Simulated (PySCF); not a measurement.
**Working out the excitation energy of B**

B [He] 2s2 2p1 (2P) → B [He] 2s1 2p2 (4P). Computed with PySCF 2.14 in x2c-QZVPPall, with the spin-free X2C one-electron Hamiltonian (Gaussian nucleus). Frozen: 1s2. Energies in hartree (1 hartree = 27.21139 eV):

| part | B (lower) | B (upper) |
| --- | --- | --- |
| UHF | -24.539845 | -24.459221 |
| CCSD correlation | -0.066200 | -0.016643 |
| (T) | -0.001445 | -0.000116 |

Question: What does Hartree-Fock give?

Answer: (-24.459221) − (-24.539845) = 0.080624 hartree = 2.194 eV.

Question: What do CCSD and CCSD(T) give?

Answer: The CCSD correlation energies differ by 0.049557 hartree = 1.349 eV and the triples by 0.001329 hartree = 0.036 eV, so CCSD gives 3.543 eV and CCSD(T) 3.579 eV.
